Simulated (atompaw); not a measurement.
## sulfur: PAW (atompaw) pseudisation with LDA (PW92), scalar-relativistic reference atom.

```
Element                 : sulfur (S)
Generator               : atompaw 4.2.0.5
Type                    : PAW
Functional              : LDA (PW92)
Relativity              : scalar-relativistic
Frozen core             : [He]
Valence charge          : 14
Reference configuration : 2s2 2p6 3s2 3p4
Partial waves           : 2s (bound): rc 0.50 bohr; 3s (bound): rc 0.85 bohr; 2p (bound): rc 0.55 bohr; 3p (bound): rc 0.75 bohr; 3d channel at 0.15 Ry: rc 0.85 bohr
Local potential         : troulliermartins scheme with l = 3 at 0 Ry, radius 0.60 bohr
Core correction         : smooth core density matched at 0.70 bohr
Augmentation charge     : besselshape compensation charge, radius 0.85 bohr; PAW radius 0.85 bohr; waves and projectors: custom polynom2 7 10 vanderbiltortho
```

Problem. Does this generation succeed?

Solution. No. atompaw 4.2.0.5 stopped with "atompaw: The overlap operator has at least one negative eigenvalue!": the overlap operator built from these waves and projectors is not positive definite.
